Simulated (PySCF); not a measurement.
**C₆ coefficients of unlike pairs at B97-3**

Calculated with PySCF 2.14 from the dipole response of each species, C₆(A,B) = (3/π) ∫ α_A(iu) α_B(iu) du, in atomic units, from isotropic polarisabilities. For ions this is the dispersion term alone; charge-induced terms of lower order in 1/R come first.

```tsv
species	configuration	basis	relativity	α (bohr³)	C₆ (like pair)
Co²⁺	[Ar] 3d7 (4F)	aug-cc-pVDZ-DK (7s6p4d2f)	spin-free X2C	3.457	9.687
Hg³⁺	[Xe] 4f14 5d9 (2D)	def2-TZVPPD with the def2 core potential (60 electrons) (6s6p3d2f1g)	core potential	5.166	29.30
B²⁺	[He] 2s1 (2S)	aug-cc-pVTZ-DK (5s4p3d2f)	spin-free X2C	7.153	9.588
P⁺	[Ne] 3s2 3p2 (3P)	aug-cc-pVDZ-DK (5s4p2d)	spin-free X2C	14.51	75.88
```

Problem. Estimate C₆ for P⁺ with Hg³⁺.

Solution. The integral gives 40.28. The combination rule 2 C_A C_B / (C_A α_B/α_A + C_B α_A/α_B) gives 40.68 and the geometric mean 47.16.

No spin-orbit coupling is included.

The other pairs:

```
      pair     C₆
Hg³⁺, Co²⁺  16.76
  P⁺, Co²⁺  24.31
 B²⁺, Co²⁺  7.593
   P⁺, B²⁺  25.81
 B²⁺, Hg³⁺  12.25
```
